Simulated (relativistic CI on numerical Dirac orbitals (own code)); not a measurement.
# Ligand-field terms of d9

Computed with a parametric ligand-field model of a d^n configuration (Racah B and C, spin-orbit zeta, crystal field), exact diagonalisation.

Field parameters in Wybourne normalisation: D3d B²₀ = −7Dσ, B⁴₀ = −14Dq − 21Dτ, B⁴₃ = −14√(10/7) Dq; D4h B²₀ = −7Ds, B⁴₀ = 21(Dq − Dt), B⁴₄ = 21√(5/14) Dq. The field is a parameter set, without covalency.

(1) Ground term and bands for B = 530, C = 2260, ζ = 0 cm⁻¹, D3d, 10Dq = 14750, Dσ = 1170, Dτ = -120 cm⁻¹?

(2) Ground term and bands for B = 680, C = 3120, ζ = 0 cm⁻¹, D3d, 10Dq = 29300, Dσ = -1200, Dτ = 120 cm⁻¹?

(3) Ground term and bands for B = 430, C = 1960, ζ = 0 cm⁻¹, D3d, 10Dq = 14750, Dσ = 1200, Dτ = -310 cm⁻¹?

(4) Ground term and bands for B = 620, C = 2420, ζ = 0 cm⁻¹, D4h, 10Dq = 18800, Ds = -1500, Dt = 820 cm⁻¹?

(5) Ground term and bands for B = 980, C = 4630, ζ = 0 cm⁻¹, D3d, 10Dq = 14550, Dσ = 80, Dτ = -20 cm⁻¹?

Answers

(1) Ground term 2E with 3.02 electrons in the two orbitals of the cubic e set. Spin-allowed: 2E 13930 cm⁻¹ (718 nm), 2A1 16365 cm⁻¹ (611 nm). Lowest spin-forbidden: none.

(2) Ground term 2E with 3.00 electrons in the two orbitals of the cubic e set. Spin-allowed: 2A1 28027 cm⁻¹ (357 nm), 2E 30954 cm⁻¹ (323 nm). Lowest spin-forbidden: none.

(3) Ground term 2E with 3.03 electrons in the two orbitals of the cubic e set. Spin-allowed: 2E 13908 cm⁻¹ (719 nm), 2A1 15004 cm⁻¹ (666 nm). Lowest spin-forbidden: none.

(4) Ground term 2A1 with 3.00 electrons in the two orbitals of the cubic e set. Spin-allowed: 2B1 1900 cm⁻¹, 2E 12100 cm⁻¹ (826 nm), 2B2 20700 cm⁻¹ (483 nm). Lowest spin-forbidden: none.

(5) Ground term 2E with 3.00 electrons in the two orbitals of the cubic e set. Spin-allowed: 2E 14440 cm⁻¹ (693 nm), 2A1 14545 cm⁻¹ (688 nm). Lowest spin-forbidden: none.
